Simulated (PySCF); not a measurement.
A coupled-cluster job on `Fc1cc[se]n1`.

Computed with EOM-CCSD/aug-cc-pVDZ, vertical, frozen core, gas phase (PySCF 2.14.0). Geometry: PBE0-D3(BJ)/def2-SVP. A driver script takes a list of jobs; this job's settings line and coordinates (Å) are shown.

Command:
```bash
OMP_NUM_THREADS=1 python probes_run.py task.json out
```

Input:
```
{"job": {"kind": "eom", "basis": "aug-cc-pVDZ", "nee": 0}, "charge": 0, "multiplicity": 1}
F     -1.583899     0.231491     1.680605
C     -0.872899     0.290953     0.568232
C      0.356386    -0.438736     0.467762
C      0.940600    -0.252337    -0.748775
Se    -0.116683     0.877849    -1.767921
N     -1.299778     1.008906    -0.416275
H      0.753163    -1.056950     1.273244
H      1.877463    -0.681703    -1.105371
```

Question: Give the output.

Answer: 
```
E(HF) = -2668.4647957282
E(MP2) = -2669.3827445128
E(CCSD) = -2669.4009021586
T1 diagnostic = 0.0147

EOM-IP-CCSD (eV)   Koopmans (eV)
   9.2653       9.5011
  10.3143      10.6823
  10.9470      12.6535
  12.4309      13.2706
  13.3079      14.8536
  13.7179      15.5394
  15.4454      17.3441
  16.3515      18.9743
```

Question: What share of the CCSD correlation energy does MP2 give?

Answer: MP2 -0.91795 Eh against CCSD -0.93611 Eh: 98.1 %.

Question: How far is the first EOM-IP root from its Koopmans value?

Answer: 9.27 eV against 9.50 eV, a difference of -0.23 eV.

In short: CCSD correlation energy -0.9361 Eh; T1 diagnostic 0.015; first ionisation 9.27 eV.

Question: How long does this job take on Arm Neoverse V1, one thread, on a shared host? And the peak memory of the process?

Answer: About 15 min, with 3.0 GiB resident at the peak, the Python interpreter and its libraries included.
Labels such as C1 count atoms from 1, the log's own numbers from 0.
